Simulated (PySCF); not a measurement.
Positional isomers: thiophene mercapto+boryl. All species are isolated molecules in the gas phase. One relaxed conformer stands for each flexible species; it need not be the lowest. Strings in code marks are SMILES. Quantity: electronic energy of isomers of C4H5BS2 relative to `Bc1sccc1S` (H–B–C–S torsion -180°, C–C–S–H torsion -180°). Level 1: PBE-D3(BJ)/def2-TZVP // PBE0-D4/def2-SVP (PySCF). Level 2: PBE0-D4/def2-TZVP // PBE0-D4/def2-SVP (PySCF).

```tsv
case	level 1 (kcal/mol)	level 2 (kcal/mol)
`Bc1ccc(S)s1` (H–B–C–S torsion 0°, S–C–S–H torsion 0°)	0.4	0.7
`Bc1cc(S)cs1` (H–B–C–S torsion 0°, C–C–S–H torsion 55°)	2.0	1.6
`Bc1cscc1S` (H–B–C–C torsion 180°, C–C–S–H torsion 0°)	4.6	4.4
`Bc1ccsc1S` (H–B–C–C torsion 180°, S–C–S–H torsion 180°)	4.7	withheld
`Bc1csc(S)c1` (H–B–C–C torsion 0°, S–C–S–H torsion 79°)	6.1	5.3
```

### Question
Fit level 2 = a + b·x to the 4 complete rows by least squares, with x = level 1 in kcal/mol. Give a, b and the rms residual, and predict the withheld value.

### Answer
Means of the 4 rows: x̄ = 3.275, ȳ = 3 kcal/mol. Σ(x − x̄)² = 19.627 and Σ(x − x̄)(y − ȳ) = 16.75, so b = 0.853 and a = ȳ − b·x̄ = 0.21 kcal/mol. The rms residual is 0.23 kcal/mol. At x = 4.7 the line gives 4.2 kcal/mol. The run for `Bc1ccsc1S` (H–B–C–C torsion 180°, S–C–S–H torsion 180°) gave 4.8 kcal/mol, so the line is off by 0.6 kcal/mol, more than twice the rms residual.

Codes: PySCF.
